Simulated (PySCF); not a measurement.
# Peak assignment

Mapped SMILES: `[CH3:1][c:2]1[o:3][cH:4][cH:5][c:6]1[SiH2:7][OH:8]`. Each H is labelled by its parent atom.

No solvent model, one computed conformer, non-relativistic, averaged over atoms made equivalent by symmetry, fast rotation or ring inversion. GFN2-xTB structure; PBE0/pcSseg-1 with gauge-including orbitals; PySCF 2.14.0 with density-fitted response routines.

Scale: 13C, 1H vs TMS (reference shieldings calculated alike).

(1) Assign these signals to the numbered atoms. 13C{1H} NMR (computed): δ 165.7 (C), 146.4 (CH), 120.1 (CH), 115.9 (C), 16.6 (CH3).

(2) Assign these signals to the numbered atoms. 1H NMR (400 MHz, computed): δ 7.48 (m, 1H), 6.40 (m, 1H), 5.51 (s, 2H), 2.62 (s, 3H), 1.03 (br s, 1H).

Results:

(1) 
| δ (ppm) | atoms | environment | reason |
| --- | --- | --- | --- |
| 165.7 | C2 | substituted aromatic carbon next to the ring oxygen | – |
| 146.4 | C4 | aromatic CH next to the ring oxygen | – |
| 120.1 | C5 | aromatic CH | – |
| 115.9 | C6 | substituted aromatic carbon | – |
| 16.6 | C1 | methyl carbon on an aromatic ring | aliphatic region, no heteroatom directly attached |

(2) 
7.48 → H(C4), hydrogen on an aromatic CH next to the ring oxygen: ring-current deshielding
6.40 → H(C5), hydrogen on an aromatic CH: the ring current deshields protons in the ring plane
5.51 → H(Si7), hydrogen on a silicon bonded to C, O
2.62 → H(C1), hydrogen on a methyl carbon on an aromatic ring: benzylic-type position, deshielded by the ring
1.03 → H(O8), hydrogen on an oxygen bonded to Si: exchangeable; this is the value without hydrogen bonding to other molecules

The OH or NH signal is concentration- and solvent-dependent in practice; the value given is the gas-phase one. Shifts are as computed. Against solution values, carbons near 30 ppm lie about +3 ppm off and those near 130 ppm about +5 ppm. Of 1309 compounds with measured shifts, 239 miss one by over three times the rms of a fit or turn the order of signals round; such compounds aren't used in these exercises. No couplings were computed; multiplicities are counted from neighbouring protons, with m where these are inequivalent, close in shift, in a saturated or five-membered ring or joined by F or P, and br s for small geminal =CH2 splittings.
